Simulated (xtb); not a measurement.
Input for xtb: GFN1-xTB on ClH7Si2 (a complex), monomers drawn apart or pushed together.

```
$ xtb mol.xyz --gfn 1 --sp --chrg 0 --uhf 0
10

Si     0.04874445     0.00566945     0.02378797
H      0.53973453    -1.38819971     0.05790655
H      0.06935450     0.50378241    -1.37126734
H      0.92632966     0.86328202     0.85211315
H     -1.33320496     0.06924721     0.54633631
Si     0.15931431     0.98334235     6.97918392
Cl     0.04616593    -1.03439699     6.53761623
H     -0.83754741     1.69703587     6.15932523
H      1.52208682     1.45368137     6.66770867
H     -0.13243024     1.15451417     8.41587380
```

The log:

```
[...]
           -------------------------------------------------
          |                Calculation Setup                |
           -------------------------------------------------



molecular fragmentation (1/2 indicates fragments):
1111122222
# atoms in fragment 1/2:     5     5
 fragment masses (1/2) :       32.12       66.56
CMA distance (Bohr)    :  12.710
constraining FC (au)   :  0.0500

           -------------------------------------------------
          |                 G F N 1 - x T B                 |
           -------------------------------------------------

        Reference                      10.1021/acs.jctc.7b00118
      * Hamiltonian:
        H0-scaling (s, p, d)           1.850000    2.250000    2.000000
        zeta-weighting                 0.000000
      * Dispersion:
        s8                             2.400000
        a1                             0.630000
        a2                             5.000000
        s9                             0.000000
      * Repulsion:
        kExp                           1.500000
        rExp                           1.000000
      * Coulomb:
        alpha                          2.000000
        third order                    atomic
        anisotropic                    false
      * Halogen bond correction:
        rad-scale                      1.300000
        damping                        0.440000


          ...................................................
          :                      SETUP                      :
          :.................................................:
          :  # basis functions                  44          :
          :  # atomic orbitals                  41          :
          :  # shells                           23          :
          :  # electrons                        22          :
          :  # halogen bonds                     0          :
          :  max. iterations                   250          :
          :  Hamiltonian                  GFN1-xTB          :
          :  restarted?                      false          :
          :  GBSA solvation                  false          :
          :  PC potential                    false          :
          :  electronic temp.          300.0000000     K    :
          :  accuracy                    1.0000000          :
          :  -> integral cutoff          0.2500000E+02      :
          :  -> integral neglect         0.1000000E-07      :
          :  -> SCF convergence          0.1000000E-05 Eh   :
          :  -> wf. convergence          0.2000000E-04 e    :
          :  Broyden damping             0.4000000          :
          :  net charge                          0          :
          :  unpaired electrons                  0          :
          ...................................................

 iter      E             dE          RMSdq      gap      omega  full diag
   1    -11.8526116 -0.118526E+02  0.480E+00    7.19       0.0  T
   2    -11.8717378 -0.191262E-01  0.260E+00    6.97       1.0  T
   3    -11.8734550 -0.171718E-02  0.571E-01    6.62       1.0  T
   4    -11.8747267 -0.127177E-02  0.284E-01    7.02       1.0  T
   5    -11.8750776 -0.350831E-03  0.572E-02    6.99       1.0  T
   6    -11.8750981 -0.205199E-04  0.897E-03    6.97       3.5  T
   7    -11.8750986 -0.490009E-06  0.166E-03    6.97      19.1  T
   8    -11.8750986 -0.941136E-08  0.329E-04    6.97      96.2  T
   9    -11.8750986 -0.523086E-09  0.663E-05    6.97     476.8  T
  10    -11.8750986 -0.143370E-10  0.146E-05    6.97    2159.1  T

   *** convergence criteria satisfied after 10 iterations ***

         #    Occupation            Energy/Eh            Energy/eV
      -------------------------------------------------------------
         1        2.0000           -0.9197708             -25.0282
       ...           ...                  ...                  ...
         5        2.0000           -0.4954981             -13.4832
         6        2.0000           -0.4930570             -13.4168
         7        2.0000           -0.4804081             -13.0726
         8        2.0000           -0.4799484             -13.0601
         9        2.0000           -0.4795664             -13.0497
        10        2.0000           -0.4643883             -12.6366
        11        2.0000           -0.4641819             -12.6310 (HOMO)
        12                         -0.2080220              -5.6606 (LUMO)
        13                         -0.2074899              -5.6461
        14                         -0.2067748              -5.6266
        15                         -0.2051777              -5.5832
        16                         -0.1745423              -4.7495
       ...                                ...                  ...
        41                          1.2996697              35.3658
      -------------------------------------------------------------
                  HL-Gap            0.2561599 Eh            6.9705 eV
             Fermi-level           -0.3361019 Eh           -9.1458 eV

 SCC (total)                   0 d,  0 h,  0 min,  0.011 sec
 SCC setup                      ...        0 min,  0.000 sec (  0.945%)
 Dispersion                     ...        0 min,  0.000 sec (  0.396%)
 classical contributions        ...        0 min,  0.000 sec (  0.155%)
 integral evaluation            ...        0 min,  0.002 sec ( 23.344%)
 iterations                     ...        0 min,  0.003 sec ( 32.185%)
 molecular gradient             ...        0 min,  0.004 sec ( 41.403%)
 printout                       ...        0 min,  0.000 sec (  1.452%)

         :::::::::::::::::::::::::::::::::::::::::::::::::::::
         ::                     SUMMARY                     ::
         :::::::::::::::::::::::::::::::::::::::::::::::::::::
         :: total energy             -11.812151334573 Eh    ::
         :: gradient norm              0.041289923470 Eh/a0 ::
         :: HOMO-LUMO gap              6.970465353466 eV    ::
         ::.................................................::
         :: SCC energy               -11.875098582075 Eh    ::
         :: -> electrostatic           0.007903534326 Eh    ::
         :: repulsion energy           0.064928331617 Eh    ::
         :: dispersion energy         -0.001981084115 Eh    ::
         :: halogen bond corr.         0.000000000000 Eh    ::
         :: add. restraining           0.000000000000 Eh    ::
         :: total charge               0.000000000000 e     ::
         :::::::::::::::::::::::::::::::::::::::::::::::::::::

           -------------------------------------------------
          |                Property Printout                |
           -------------------------------------------------

    * Orbital Energies and Occupations

         #    Occupation            Energy/Eh            Energy/eV
      -------------------------------------------------------------
         1        2.0000           -0.9197708             -25.0282
         2        2.0000           -0.6473319             -17.6148
         3        2.0000           -0.6242012             -16.9854
         4        2.0000           -0.4955289             -13.4840
         5        2.0000           -0.4954981             -13.4832
         6        2.0000           -0.4930570             -13.4168
         7        2.0000           -0.4804081             -13.0726
         8        2.0000           -0.4799484             -13.0601
         9        2.0000           -0.4795664             -13.0497
        10        2.0000           -0.4643883             -12.6366
        11        2.0000           -0.4641819             -12.6310 (HOMO)
        12                         -0.2080220              -5.6606 (LUMO)
        13                         -0.2074899              -5.6461
Note: The following floating-point exceptions are signalling: IEEE_DENORMAL
normal termination of xtb
        14                         -0.2067748              -5.6266
        15                         -0.2051777              -5.5832
        16                         -0.1745423              -4.7495
        17                         -0.1740376              -4.7358
        18                         -0.1383832              -3.7656
        19                         -0.1383686              -3.7652
        20                         -0.0794139              -2.1610
        21                         -0.0792089              -2.1554
        22                         -0.0688331              -1.8730
       ...                                ...                  ...
        41                          1.2996697              35.3658
      -------------------------------------------------------------
                  HL-Gap            0.2561599 Eh            6.9705 eV
             Fermi-level           -0.3361019 Eh           -9.1458 eV

  Mulliken/CM5 charges         n(s)   n(p)   n(d)
     1Si    0.27469 -0.04759   1.342  1.966  0.417
     2H    -0.06770  0.01318   1.068  0.000  0.000
     3H    -0.06957  0.01066   1.070  0.000  0.000
     4H    -0.06920  0.01122   1.069  0.000  0.000
     5H    -0.06822  0.01254   1.068  0.000  0.000
     6Si    0.29182  0.00613   1.255  1.764  0.689
     7Cl   -0.08908 -0.05085   1.892  5.204 -0.007
     8H    -0.06741  0.01515   1.067  0.000  0.000
     9H    -0.06738  0.01517   1.067  0.000  0.000
    10H    -0.06795  0.01441   1.068  0.000  0.000

Wiberg/Mayer (AO) data.
largest (>0.10) Wiberg bond orders for each atom

 ---------------------------------------------------------------------------
     #   Z sym  total        # sym  WBO       # sym  WBO       # sym  WBO
 ---------------------------------------------------------------------------
     1  14 Si   3.756 --     4 H    0.939     3 H    0.939     5 H    0.939
                             2 H    0.939
     2   1 H    0.990 --     1 Si   0.939
     3   1 H    0.990 --     1 Si   0.939
     4   1 H    0.990 --     1 Si   0.939
     5   1 H    0.990 --     1 Si   0.939
     6  14 Si   4.268 --     7 Cl   1.456    10 H    0.937     9 H    0.937
                             8 H    0.937
     7  17 Cl   1.499 --     6 Si   1.456
     8   1 H    0.992 --     6 Si   0.937
     9   1 H    0.992 --     6 Si   0.937
    10   1 H    0.992 --     6 Si   0.937
 ---------------------------------------------------------------------------

Topologies differ in total number of bonds
Writing topology from bond orders to xtbtopo.mol

 dipole moment from electron density (au)
     X       Y       Z
   0.0197   0.4129   0.0966  total (Debye):    1.079


           -------------------------------------------------
          | TOTAL ENERGY              -11.812151334573 Eh   |
          | GRADIENT NORM               0.041289923470 Eh/α |
          | HOMO-LUMO GAP               6.970465353466 eV   |
           -------------------------------------------------

------------------------------------------------------------------------
------------------------------------------------------------------------
 total:
 SCF:
```

The run finished.

Cost: about 0.03 core-seconds (a rough figure).
